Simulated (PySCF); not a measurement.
# Radial density of I²⁺ (iodine, charge +2)

UHF, [Kr] 4d10 5s1 5p4, high-spin 4P determinant (an excited configuration). Calculation: PySCF 2.14, in ANO-RCC-VTZP (7s6p4d2f1g, 68 functions); scalar relativity by spin-free X2C-1e.

```tsv
r (bohr)	4πr²ρ (e/bohr)	4πr²(ρα − ρβ)
0.0236	66.73	0.0203
0.0397	59.82	0.0430
0.0668	82.61	0.0820
0.112	78.19	-0.0103
0.189	66.89	0.1034
0.318	59.53	0.0406
0.535	24.18	0.3543
0.900	22.31	-0.0385
1.51	5.345	1.6764
2.55	1.998	1.1139
4.28	0.1182	0.0418
7.20	0.0001803	0.0000
12.1	1.819e-05	0.0000
```

Densities and radii are taken from the X2C orbitals without a picture-change correction, which distorts them close to the nucleus.

Q: Where is the radial spin density 4πr²(ρα − ρβ) most negative, and why is it negative at all?

A: Around r = 0.900 bohr, down to -0.0385 e/bohr: exchange with the open shell polarises the paired shells in an unrestricted calculation.
